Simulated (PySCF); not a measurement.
Highest orbital energy against ionisation energy along group 13

Calculated with PySCF 2.14, no spin-orbit coupling. Each cell gives −ε(HOMO) / ΔSCF in eV; NIST values include spin-orbit coupling, (s) semi-empirical, (t) theoretical.

```tsv
species	UHF	LDA	PBE	PBE0	r2SCAN	NIST (lowest levels)
B²⁺ (aug-cc-pVQZ, non-relativistic)	37.822 / 37.818	32.353 / 37.893	32.641 / 38.284	34.044 / 38.226	32.899 / 37.849	37.931
Al²⁺ (aug-cc-pV(Q+d)Z, non-relativistic)	28.062 / 28.043	24.554 / 28.831	24.444 / 28.835	25.460 / 28.694	24.631 / 28.378	28.448
Ga²⁺ (aug-cc-pVQZ-PP with ECP10MDF, ECP)	29.741 / 29.633	26.958 / 31.855	26.563 / 31.470	27.505 / 31.102	27.022 / 31.298	30.726
In²⁺ (aug-cc-pVQZ-PP with ECP28MDF, ECP)	26.767 / 26.622	24.641 / 29.094	24.232 / 28.670	25.043 / 28.285	24.494 / 28.380	28.044
Tl²⁺ (aug-cc-pVQZ-PP with ECP60MDF, ECP)	28.414 / 28.160	26.150 / 30.765	25.747 / 30.307	26.637 / 29.959	26.016 / 30.123	29.852
```

How far is −ε(HOMO) from ΔSCF on average for each method, and why?

UHF 0.11 eV; LDA -4.76 eV; PBE -4.79 eV; PBE0 -3.52 eV; r2SCAN -4.19 eV. Hartree-Fock orbital energies lack relaxation and so exceed the ΔSCF value; semilocal functionals have convex E(N) from self-interaction, so their HOMO lies far too high; exact exchange moves hybrids part of the way back.
